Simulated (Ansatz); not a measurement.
`N[Si](O)(O)C=O` + H₂ → `N[SiH](O)O` + `C=O`  (hydrogenolysis of the Si–C bond)

Program: Ansatz. Geometries: PBE0-D4/def2-TZVP. ΔE: electronic, gas phase. CCSD(T)/CBS adds triple-zeta CCSD(T) − MP2 to the extrapolated MP2 energy (def2 sets, frozen cores). This one scheme is used for every species. DFT in def2-TZVPP. One conformer a species, not always the lowest.

| level | ΔE (kJ/mol) |
| --- | --- |
| LDA (SPW92) | -17.2 |
| revPBE-D4 | -14.9 |
| CAM-B3LYP-D4 | -27.5 |
| ωB97M-V | -25.2 |
| PBE | -26.5 |
| BHLYP | -39.8 |
| MP2/CBS(def2) | -26.1 |
| CCSD/CBS(def2) | -32.8 |

Q: What does CCSD(T)/CBS give? (An estimate is asked.)

A: The calculation gave: -28.0 kJ/mol. The listed levels differ from it by 10.8, 13.1, 0.5, 2.8, 1.5, -11.8, 1.9, -4.8 kJ/mol.

Q: What do rigid-rotor, harmonic-oscillator terms from PBE0-D4/def2-TZVP frequencies (298.15 K, 1 bar) make of the CCSD(T)/CBS value? (Estimate.)

A: The calculation gave: ΔZPE = +17.8 kJ/mol, ΔH = -15.4 kJ/mol, ΔS = 31 J/(mol·K), ΔG = -24.5 kJ/mol.

Largest T1 diagnostic among the species: 0.015.

The D4 term adds +10.9 kJ/mol with B3LYP and +6.0 kJ/mol with PBE0; it sums over pairs of atoms, weighted by their polarisabilities, and B3LYP, whose exchange is more repulsive, gets the larger term. From r2SCAN to r2SCAN0 (25 % exact exchange), in def2-TZVPP and without D4, ΔE moves by −5.3 kJ/mol. Leaving LDA and LC-ωPBE aside and taking each functional with its dispersion term where it has one, the values, not all of them listed here, spread over 18.1 kJ/mol, from B2PLYP to revPBE-D4. LDA lies +9.3 kJ/mol from PBE without D4.

B3LYP here is the variant with VWN-RPA as its local correlation; programs differ in this.
